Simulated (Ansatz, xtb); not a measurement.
# Relative energy of two isomers of C4H10S2Si

Structure X is `CC[SiH]1SCCS1`, a singlet and structure Y is `CS[Si@@H]1CCCS1`, a singlet. Both are isolated molecules in the gas phase, relaxed with PBE0-D3(BJ)/def2-SVP, each in the lowest conformer that the search found.

Problem. Estimate E(Y) − E(X) at the level CCSD(T)/def2-SVP + ΔMP2/def2-TZVPP.

Solution. Calculated at CCSD(T)/def2-SVP + ΔMP2/def2-TZVPP: E(Y) − E(X) = +2.2 kcal/mol, so structure X lies lower.

How the difference moves with the method:

```tsv
level	geometry	E(Y) − E(X) (kcal/mol)	departure from the last row (kcal/mol)	job, with rough time for the two
GFN2-xTB	GFN2-xTB	+0.3	−1.9	optimisation, 0.25 s
HF/STO-3G	GFN2-xTB	+1.3	−0.9	single point, 0.52 s
r2SCAN-D4/def2-SVP	GFN2-xTB	+2.7	+0.5	single point, 5.6 s
PBE0-D3(BJ)/def2-SVP	PBE0-D3(BJ)/def2-SVP	+2.5	+0.3	optimisation, 79 s
HF/def2-SVP	PBE0-D3(BJ)/def2-SVP	+2.2	0.0	part of the CCSD(T) run
MP2/def2-SVP	PBE0-D3(BJ)/def2-SVP	+3.1	+0.9	part of the CCSD(T) run
CCSD(T)/def2-SVP	PBE0-D3(BJ)/def2-SVP	+2.9	+0.7	single point
CCSD(T)/def2-SVP + ΔMP2/def2-TZVPP	PBE0-D3(BJ)/def2-SVP	+2.2		single point, 1.7 min
```

As drawn, both hold the same kinds of bond in the same numbers.

GFN2-xTB finds them nearly level. The largest departure from CCSD(T)/def2-SVP + ΔMP2/def2-TZVPP is that of GFN2-xTB, 1.9 kcal/mol. The last row adds to CCSD(T) the change of the MP2 difference between the two basis sets, here −0.7 kcal/mol.

With thermal terms from frequencies at re-optimised GFN2-xTB minima (ideal gas, soft modes damped towards free rotors, one conformer each, 298.15 K, 1 atm): on the last row, ΔE + ΔZPE = +2.1, ΔH = +2.1, ΔG = +1.9 kcal/mol.

The correlated steps freeze 19 core orbitals. Mirror images aren't counted in ΔG. Programs: Ansatz 0.2.0, xtb 6.7.1; the last row on 4 threads of Arm Neoverse V1 on a shared host.
